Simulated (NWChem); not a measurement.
System: SnSiH3I, singlet; SMILES [SiH3][Sn][I]

Input file for NWChem:

```
start job
memory heap 200 mb stack 900 mb global 1100 mb
geometry units angstroms noautoz
  Sn    -0.787716     1.028006    -0.002098
  I      0.294404    -1.501261     0.002253
  Si     1.661382     2.110998    -0.001644
  H      1.628387     3.611104    -0.003612
  H      2.418214     1.666275    -1.216099
  H      2.416528     1.669290     1.214905
end
basis spherical
  * library def2-svp
end
ecp
  Sn library def2-ecp
  I library def2-ecp
end
dft
  xc xpbe96 cpbe96
  iterations 150
  vectors input atomic output neutral.movecs
end
task dft energy
charge 1
dft
  odft
  mult 2
  vectors input atomic output cation.movecs
end
task dft energy
```

NWChem printed, in part:

```
             Northwest Computational Chemistry Package (NWChem) 7.3.0
             --------------------------------------------------------

 CS  symmetry detected

                             Geometry "geometry" -> ""
                             -------------------------

 Output coordinates in angstroms (scale by  1.889725989 to convert to a.u.)

  No.       Tag          Charge          X              Y              Z
 ---- ---------------- ---------- -------------- -------------- --------------
    1 Sn                  50.0000    -0.73447304     1.03938109     0.00000000
    2 I                   53.0000     0.08248963    -1.58754985     0.00000000
    3 Si                  14.0000     1.81279824     1.86543309     0.00000000
    4 H                    1.0000     1.93385649     3.36101172     0.00000000
    5 H                    1.0000     2.51933484     1.34700618    -1.21550321
    6 H                    1.0000     2.51933484     1.34700618     1.21550321

 Effective nuclear repulsion energy (a.u.)     807.1895274400

      Symmetry information
      --------------------

 Group name             Cs
 Group number              2
 Group order               2
 No. of unique centers     5

 Summary of "ao basis" -> "ao basis" (spherical)
 ------------------------------------------------------------------------------
       Tag                 Description            Shells   Functions and Types
 ---------------- ------------------------------  ------  ---------------------
 Sn                         def2-svp                10       26   4s4p2d
 I                          def2-svp                10       26   4s4p2d
 Si                         def2-svp                 8       18   4s3p1d
 H                          def2-svp                 3        5   2s1p

      Symmetry analysis of basis
      --------------------------

        a'         58
        a"         27

            General Information
            -------------------
          SCF calculation type: DFT
          Wavefunction type:  closed shell.
          No. of atoms     :     6
          No. of electrons :    64
           Alpha electrons :    32
            Beta electrons :    32
          Charge           :     0
          Spin multiplicity:     1
          Use of symmetry is: on ; symmetry adaption is: on
          Maximum number of iterations: 150
          AO basis - number of functions:    85
                     number of shells:    37
          Convergence on energy requested:  1.00D-06
          Convergence on density requested:  1.00D-05
          Convergence on gradient requested:  5.00D-04

              XC Information
              --------------
          PerdewBurkeErnzerhof Exchange Functional  1.000
            Perdew 1991 LDA Correlation Functional  1.000 local
           PerdewBurkeErnz. Correlation Functional  1.000 non-local

             Grid Information
             ----------------
          Grid used for XC integration:  medium
          Radial quadrature: Mura-Knowles
          Angular quadrature: Lebedev.
          Tag              B.-S. Rad. Rad. Pts. Rad. Cut. Ang. Pts.
          ---              ---------- --------- --------- ---------
          Sn                  1.45      123          10.0       590
          I                   1.40      123          13.0       590
          Si                  1.10       88          11.0       590
          H                   0.35       45          13.0       434
          Grid pruning is: on
          Number of quadrature shells:   424
          Spatial weights used:  Erf1

      Superposition of Atomic Density Guess
      -------------------------------------

 Sum of atomic energies:        -886.45924425

      Non-variational initial energy
      ------------------------------

 Total energy =    -800.545066
 1-e energy   =   -1793.040055
 2-e energy   =     743.319103
 HOMO         =      -0.199830
 LUMO         =      -0.074219

      Symmetry analysis of molecular orbitals - initial
      -------------------------------------------------

  Numbering of irreducible representations:

     1 a'          2 a"

  Orbital symmetries:

     1 a'          2 a'          3 a'          4 a'          5 a'
     6 a'          7 a"          8 a"          9 a'         10 a'
    11 a'         12 a'         13 a"         14 a'         15 a'
    16 a"         17 a'         18 a"         19 a'         20 a'
    21 a'         22 a"         23 a"         24 a'         25 a'
    26 a'         27 a'         28 a"         29 a'         30 a"
    31 a'         32 a'         33 a"         34 a'         35 a'
    36 a'         37 a"         38 a'         39 a'         40 a'
    41 a'         42 a"

   convergence    iter        energy       DeltaE   RMS-Dens  Diis-err
 ---------------- ----- ----------------- --------- --------- ---------
 d= 0,ls=0.0,diis     1   -803.0161891604 -1.05D+03  2.68D-02  2.80D-01
 d= 0,ls=0.0,diis     2   -802.5557848110  4.60D-01  2.06D-02  2.10D+00
 d= 0,ls=0.0,diis     3   -803.0625604258 -5.07D-01  4.84D-03  4.41D-02
 d= 0,ls=0.0,diis     4   -803.0710796611 -8.52D-03  1.71D-03  9.40D-03
 d= 0,ls=0.0,diis     5   -803.0727052975 -1.63D-03  4.49D-04  6.68D-04
  Resetting Diis
 d= 0,ls=0.0,diis     6   -803.0728091800 -1.04D-04  1.74D-04  9.48D-05
 d= 0,ls=0.0,diis     7   -803.0728329072 -2.37D-05  1.27D-04  5.96D-06
 d= 0,ls=0.0,diis     8   -803.0728280657  4.84D-06  8.69D-05  2.56D-05
 d= 0,ls=0.0,diis     9   -803.0728343642 -6.30D-06  1.61D-05  8.98D-07
 d= 0,ls=0.0,diis    10   -803.0728345224 -1.58D-07  4.75D-06  7.22D-08

         Total DFT energy =     -803.072834522412
      One electron energy =    -1794.758737762774
           Coulomb energy =      804.603315888316
    Exchange-Corr. energy =      -62.093298549733
 Nuclear repulsion energy =      249.175885901779

 Numeric. integr. density =       64.000001468433

                  Occupations of the irreducible representations
                  ----------------------------------------------

                     irrep           alpha         beta
                     --------     --------     --------
                     a'               23.0         23.0
                     a"                9.0          9.0

                       DFT Final Molecular Orbital Analysis
                       ------------------------------------

 Vector   30  Occ=2.000000D+00  E=-2.461934D-01  Symmetry=a"
              MO Center=  4.1D-02, -1.3D+00,  1.6D-16, r^2= 2.7D+00
   Bfn.  Coefficient  Atom+Function         Bfn.  Coefficient  Atom+Function
  ----- ------------  ---------------      ----- ------------  ---------------
    39      0.569677  2 I  pz                42      0.509549  2 I  pz
    36     -0.232838  2 I  pz                33     -0.188609  2 I  pz
    13      0.152487  1 Sn pz                16      0.116808  1 Sn pz
    76      0.049806  5 H  s                 81     -0.049806  6 H  s
    10     -0.049460  1 Sn pz                 7     -0.046397  1 Sn pz

 Vector   31  Occ=2.000000D+00  E=-2.451538D-01  Symmetry=a'
              MO Center=  4.6D-03, -7.2D-01, -1.1D-14, r^2= 4.4D+00
   Bfn.  Coefficient  Atom+Function         Bfn.  Coefficient  Atom+Function
  ----- ------------  ---------------      ----- ------------  ---------------
    37      0.412943  2 I  px                40      0.364635  2 I  px
    38      0.289860  2 I  py                41      0.253617  2 I  py
    11      0.220560  1 Sn px                 3     -0.189432  1 Sn s
    34     -0.168978  2 I  px                31     -0.136903  2 I  px
    14      0.136107  1 Sn px                 4     -0.132617  1 Sn s

 Vector   32  Occ=2.000000D+00  E=-1.994352D-01  Symmetry=a'
              MO Center=  1.3D-01,  5.3D-01, -9.0D-15, r^2= 5.8D+00
   Bfn.  Coefficient  Atom+Function         Bfn.  Coefficient  Atom+Function
  ----- ------------  ---------------      ----- ------------  ---------------
    40     -0.351096  2 I  px                37     -0.348524  2 I  px
    11      0.342474  1 Sn px                63     -0.269406  3 Si px
     3     -0.249890  1 Sn s                 60     -0.230826  3 Si px
     4     -0.218198  1 Sn s                 14      0.196549  1 Sn px
    55      0.165252  3 Si s                 56      0.144649  3 Si s

 Vector   33  Occ=0.000000D+00  E=-1.463492D-01  Symmetry=a"
              MO Center= -5.1D-01,  8.4D-01, -2.0D-15, r^2= 4.2D+00
   Bfn.  Coefficient  Atom+Function         Bfn.  Coefficient  Atom+Function
  ----- ------------  ---------------      ----- ------------  ---------------
    13      0.563791  1 Sn pz                16      0.525683  1 Sn pz
    42     -0.251594  2 I  pz                39     -0.212253  2 I  pz
    10     -0.173495  1 Sn pz                 7     -0.161209  1 Sn pz
    77      0.125736  5 H  s                 82     -0.125736  6 H  s
    36      0.086472  2 I  pz                65      0.081734  3 Si pz

 Vector   34  Occ=0.000000D+00  E=-7.202578D-02  Symmetry=a'
              MO Center= -4.3D-01,  6.0D-01, -9.2D-16, r^2= 5.9D+00
   Bfn.  Coefficient  Atom+Function         Bfn.  Coefficient  Atom+Function
  ----- ------------  ---------------      ----- ------------  ---------------
    15      0.749351  1 Sn py                41      0.562698  2 I  py
    12      0.478701  1 Sn py                30      0.355411  2 I  s
    38      0.294510  2 I  py                 3     -0.267209  1 Sn s
    29      0.215751  2 I  s                 40     -0.182927  2 I  px
     4     -0.165030  1 Sn s                 14     -0.154407  1 Sn px

[...]
```

Level: PBE/def2-SVP with def2 effective core potentials on Sn, I, vertical spin-unrestricted ions. Low-valent species are run as closed-shell singlets; no triplet was tried in these runs. Coordinates come from a PBE0/def2-SVP optimisation. No frequency run checked for a minimum. def2 effective core potentials on Sn, I; no spin-orbit coupling.
